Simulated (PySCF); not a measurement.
Isomers of C4H9BO3, one conformer each; single-point electronic energies without zero-point terms and without any empirical dispersion term.

All values: PBE0/pcSseg-1 (PySCF, non-relativistic), each on one gas-phase PBE0-D3(BJ)/def2-SVP geometry that isn't relaxed in the solvent. The solvent is an IEF-PCM continuum (van der Waals radii × 1.2). Only the electrostatic response of the medium enters.

```csv
isomer,"relative energy, gas (kJ/mol)",dipole (D)
`COB1OCCCO1`,0.0,2.90
`CCOB1OCCO1`,3.9,2.31
`COB(O)OC1CC1`,70.6,0.07
`O1[C@@H](COB1C)OC`,96.4,1.75
`CO[C@H]1CCOBO1`,137.2,2.50
```

Q: How do the relative energies look in chloroform (ε = 4.711)?

A: 
| isomer | relative energy, solvent (kJ/mol) | E(solvent) − E(gas) (kJ/mol) | dipole in solvent (D) |
| --- | --- | --- | --- |
| `COB1OCCCO1` | 0.0 | -18.2 | 3.45 |
| `CCOB1OCCO1` | 4.2 | -17.9 | 2.73 |
| `COB(O)OC1CC1` | 74.2 | -14.6 | 0.13 |
| `O1[C@@H](COB1C)OC` | 99.4 | -15.2 | 2.09 |
| `CO[C@H]1CCOBO1` | 140.4 | -15.0 | 2.97 |

The order is unchanged. Conformers: `[CH3:1][O:2][B:3]1[O:4][CH2:5][CH2:6][CH2:7][O:8]1` with C1–O2–B3–O4 -178°, O2–B3–O4–C5 179°, B3–O4–C5–C6 -26°, O4–C5–C6–C7 52°, C5–C6–C7–O8 -53°; `[CH3:1][CH2:2][O:3][B:4]1[O:5][CH2:6][CH2:7][O:8]1` with C1–C2–O3–B4 -85°, C2–O3–B4–O5 -2°, O3–B4–O5–C6 -175°, B4–O5–C6–C7 -11°, O5–C6–C7–O8 13°, C6–C7–O8–B4 -10°; `[CH3:1][O:2][B:3]([OH:4])[O:5][CH:6]1[CH2:7][CH2:8]1` with C1–O2–B3–O4 -1°, O2–B3–O4–H 179°, O2–B3–O5–C6 0°, B3–O5–C6–C7 -37°; `[CH3:1][O:2][C@@H:3]1[CH2:4][O:5][B:6]([CH3:7])[O:8]1` with C1–O2–C3–C4 -178°; `[CH3:1][O:2][C@H:3]1[CH2:4][CH2:5][O:6][BH:7][O:8]1` with C1–O2–C3–C4 176°, O2–C3–C4–C5 67°, C3–C4–C5–O6 53°, C4–C5–O6–B7 -27°, C5–O6–B7–O8 1°. `COB1OCCCO1` gains most from the continuum, and it has the largest gas-phase dipole. The gains span 3.6 kJ/mol, the gas-phase energies 137.2 kJ/mol.
